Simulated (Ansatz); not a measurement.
`FBB(F)F` + HCl → `FB(F)Cl` + `BF` at 298.15 K and 1 bar (cleavage of the B–B bond).

Gas-phase electronic energies from Ansatz, PBE0-D4/def2-TZVP geometries. CBS: MP2 limit from def2 TZ/QZ plus the TZ coupled-cluster correction, frozen cores. This one scheme is used for every species. Each species was taken in one conformer, which may not be the lowest.

```
  species  CCSD(T)/CBS energy (Eh)  H − E (kJ/mol)  S (J/(mol·K))
`FBB(F)F`               -349.71808            81.6          317.7
      HCl               -460.38127            26.6          186.8
`FB(F)Cl`               -684.31926            41.0          275.6
     `BF`               -125.82039            69.3          222.5
```

H − E and S are ideal-gas, rigid-rotor, harmonic terms from PBE0-D4/def2-TZVP, for one conformer and one mirror image of each species. 1 Eh = 2625.50 kJ/mol, R = 8.31446 J/(mol·K).

**Question.** By hand: ΔE, ΔH, ΔS and ΔG.

**Answer.** ΔE = (-684.31926) + (-125.82039) − (-349.71808) − (-460.38127) = -0.04030 Eh = -105.8 kJ/mol. Δ(H − E) = 41.0 + 69.3 − 81.6 − 26.6 = 2.1, so ΔH = -103.7 kJ/mol. ΔS = 275.6 + 222.5 − 317.7 − 186.8 = -6.4 J/(mol·K). ΔG = -103.7 − 298.15 × (-6.4)/1000 = -101.8 kJ/mol.

**Question.** By hand: the equilibrium constant, and the temperature at which ΔG would vanish if ΔH and ΔS stayed fixed.

**Answer.** log₁₀ K = −ΔG/(RT ln 10) = 17.8. ΔG = 0 at ΔH/ΔS = 16203 K, far beyond where these terms or the molecules hold.

The number of gas molecules stays the same, so ΔS is small and ΔH decides. A doubt of 5 kJ/mol in ΔE shifts log₁₀ K by 0.9 here. Other conformers and mirror images would add mixing entropy, several J/(mol·K) or more a flexible species. Modes under 60 cm⁻¹, often nearly free rotors, make the harmonic entropy too high. These are equilibria of isolated gas molecules and say nothing of rates. Largest T1 diagnostic: 0.014 (customary marks: 0.02 for closed shells, 0.045 for open ones).
